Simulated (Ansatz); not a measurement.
Molecule: CBr$_{3}$, charge 0, multiplicity 2. It need not be the lowest isomer of its formula. 
Geometry from a B3LYP-D3(BJ)/def2-TZVP (Ansatz, a quantum-chemistry and plane-wave program) optimisation:
```xyz
4

C      0.2839    -0.0644    -0.0203
Br     0.3475     1.7598    -0.4795
Br    -0.0002    -0.4914     1.7906
Br    -0.3960    -1.2574    -1.3076
```
Charge 0, spin multiplicity 2.

Computed values are from Ansatz. Cores are frozen in the correlated levels unless marked. Open shells are spin-unrestricted. Spin-orbit coupling is left out. The frozen core is the preceding noble-gas configuration, with the filled d and f shells of earlier blocks. No relativistic terms. CBS marks a two-point X^-3 extrapolation of the correlation energy; Hartree-Fock from the larger set. [CCSD(T)-MP2]/basis is that difference in the basis named.

What is the atomisation energy De at CCSD(T)/CBS(cc-pVTZ,cc-pVQZ)?

206.5 kcal/mol.

What is the vertical ionisation energy (to the singlet) at RI-MP2/CBS(aug-cc-pVTZ,aug-cc-pVQZ)+[CCSD(T)-MP2]/aug-cc-pVTZ?

8.37 eV.

What is the dipole moment at CCSD(T)/aug-cc-pVDZ?

0.18 D.

What is the vertical electron affinity (to the singlet; negative means unbound) at RI-MP2/CBS(aug-cc-pVTZ,aug-cc-pVQZ)+[CCSD(T)-MP2]/aug-cc-pVTZ?

1.36 eV.

What is the total energy at CCSD(T)/CBS(cc-pVTZ,cc-pVQZ)?

-7756.0203 Eh.
